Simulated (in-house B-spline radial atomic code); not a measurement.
Successive ionisation energies of silver; each step leads to the configuration of the next row (after the last: [Ne] 3s2 3p1/2(2) 3p3/2(3)). Dirac energy differences include first-order Breit, QED and recoil terms. NIST's values go from ground level to ground level; the uncertainty of those that are theory runs from under 0.1 % in few-electron ions to several per cent in heavy many-electron ones. Computed with a B-spline radial code for spherical atoms: Dirac-Hartree-Fock, jj configuration that fills j = l - 1/2 first, finite nuclei.

A number in brackets counts the electrons of a j subshell.

```tsv
ion	configuration	ionisation energy (eV)	tabulated value (eV)	computed minus tabulated (eV)	highest orbital	largest mean radius (bohr)
Ag19+	[Ar] 3d10	884.9	885	-0.1	3d5/2	0.36315
Ag20+	[Ar] 3d3/2(4) 3d5/2(5)	949.5	946	3.5	3d5/2	0.35963
Ag21+	[Ar] 3d3/2(4) 3d5/2(4)	1015.7	1013	2.7	3d5/2	0.35637
Ag22+	[Ar] 3d3/2(4) 3d5/2(3)	1083.5	1082	1.5	3d5/2	0.35351
Ag23+	[Ar] 3d3/2(4) 3d5/2(2)	1152.8	1149	3.8	3d5/2	0.35067
Ag24+	[Ar] 3d3/2(4) 3d5/2(1)	1223.8	1231	-7.2	3d5/2	0.34784
Ag25+	[Ar] 3d3/2(4)	1307.1	1308	-0.9	3d3/2	0.34502
Ag26+	[Ar] 3d3/2(3)	1381.5	1382	-0.5	3d3/2	0.3422
Ag27+	[Ar] 3d3/2(2)	1457.3	1460	-2.7	3d3/2	0.3394
Ag28+	[Ar] 3d3/2(1)	1534.8	1535	-0.2	3d3/2	0.33662
Ag29+	[Ne] 3s2 3p6	1747.1	1747	0.1	3p3/2	0.33387
```
